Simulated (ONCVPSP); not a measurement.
# Building the ONCV potential for titanium (PBEsol, scalar-relativistic).

| Property | Result |
| --- | --- |
| Element | Ti (Z = 22) |
| Generator | ONCVPSP 4.0.1 |
| Type | optimised norm-conserving Vanderbilt (ONCV) |
| Functional | PBEsol |
| Relativity | scalar-relativistic |
| Frozen core | [Ne] |
| Valence charge | 12 |
| Reference configuration | 3s2 3p6 3d2 4s1 4p1 |
| Partial waves | 3s+4s: rc 1.80 bohr, ncon 4, nbas 8, qcut 7.6 1/bohr, 2 projectors; 3p+4p: rc 1.80 bohr, ncon 4, nbas 8, qcut 8.5 1/bohr, 2 projectors; 3d: rc 1.85 bohr, ncon 4, nbas 9, qcut 8.4 1/bohr, 1 projector |
| Local potential | polynomial inside 1.65 bohr (lpopt 5, dvloc0 3 Ha) |
| Core correction | Teter function fitted to the true core (icmod 2), fcfact 0.75 |

Results:

```json
{
  "Cutoffs needed": "26 Ha and 30 Ha (the cutoffs (Ha) at which the residual kinetic energy of the hardest occupied pseudo-wave falls to 1 and 0.1 mHa per electron)",
  "Ghost test": "no bound ghost flagged; GHOST(+) flags only above 600 eV",
  "Largest excitation error": "-1.7 meV (all-electron minus pseudo) for 3s2 3p6 3d2 4s0 4p0, out of 4 test configurations",
  "rms error of d²Exc/dni dnj": "1.72 mHa without and 0.89 mHa with the model core"
}
```

Generation and tests took about 4.9 s on one core of a shared server CPU.
